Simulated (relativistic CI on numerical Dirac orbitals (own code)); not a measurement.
## What each ingredient does to the levels of I⁺

Base calculation: Dirac-Coulomb-Breit CI, orbitals from a KLI potential per configuration, model QED (radiative potential, 1s self-energy scaled to tabulated hydrogen-like ionisation energies), valence Slater integrals scaled by 0.85, P86 correlation energy added to each configuration.

Configurations in the expansion (outside the closed core [Kr] 4d10): 5s²5p⁴, 5s²5p³6s, 5s5p⁵, 5s²5p³5d, 5s²5p³6p, 5p⁶, 5s5p⁴5d, 5s²5p³7s, 5s²5p³6d, 5s²5p³4f, 5s²5p³7p, 5s²5p³7d, 5s²5p³5f, 5s²5p³5g, 5s²5p³6f, 5s²5p²5d², 5s²5p5d²6s, 5s²5p5d³, 5s²5p5d²6p, 5s5p²5d³, 5s²5p5d²7s. Double excitations out of closed p, d and f shells are left out; levels of such configurations are missing from the list, as are those of other unlisted configurations, and high levels can miss mixing partners. These lack a partner that the ground configuration has and come out too high: 5s²5p³6d, 5s²5p³4f, 5s²5p³7p, 5s²5p³7d, 5s²5p³5f.

The lowest level and the first level of each name with at least 55 % of one term (blank where a level has no safe partner in the second run):

```csv
Level,Base (cm⁻¹),Shift (cm⁻¹)
5s²5p⁴ ³P2,0.0,0.0
5s²5p⁴ ³P0,6135.8,-6.8
5s²5p⁴ ³P1,6888.2,-6.8
5s²5p⁴ ¹D2,14250.0,-15.9
5s²5p⁴ ¹S0,27937.3,-17.7
5s²5p³6s ⁵S°2,85009.7,-4275.6
5s²5p³5d ⁵D°0,89236.3,-3283.9
5s²5p³6s ³S°1,89487.6,-4830.8
5s²5p³5d ⁵D°3,89624.5,-3398.1
5s²5p³5d ⁵D°4,89740.4,-3397.7
5s²5p³5d ⁵D°2,90238.0,-3162.2
5s²5p³5d ³D°2,95623.1,-3430.5
5s²5p³5d ³D°3,98155.2,-3486.6
5s²5p³6p ⁵P1,102440.0,-5380.5
5s²5p³6s ³D°3,102515.3,-4515.3
5s²5p³5d ³F°2,102533.6,-3494.7
5s²5p³6p ⁵P2,102589.7,-5380.8
5s²5p³6p ⁵P3,103481.6,-5381.5
5s²5p³5d ³F°3,103560.8,-3415.8
5s²5p³6s ¹D°2,103672.8,
5s²5p³5d ¹S°0,104511.0,-3411.5
5s²5p³6p ³P1,105117.3,-5380.7
```

For a near-neutral ion this model can misplace configurations by up to about 10,000 cm⁻¹ (more where the count of f electrons changes) and terms by 10 to 25 % of their spread. Rates follow the energies as ν³ (E1, M1) or ν⁵ (E2), so they and the lifetimes can be off by large factors. The fine structure of a lone outer electron comes out too small, for d and f at times inverted, and misplaced configurations move strength between like terms. 21 of the 27 excited levels that our extract of the measured tables holds in this range could be paired (the sources list more); they are missed by 3445 cm⁻¹ on average and 5972 at most, and levels without a partner can miss by more.

Q: One thing was changed in a second run, which moved the levels as shown. Which?
A. no correlation estimate
B. Breit term removed
C. self-excluded LDA correlation estimate
D. QED terms removed
E. configuration mixing switched off

A: A. No correlation estimate. A correlation estimate moves all levels of a configuration together before mixing; mixed levels move by a weighted share.

LS names give the leading component of a level, which can be under half, so a name can repeat, a term be missing and a line seem to break the LS rules.
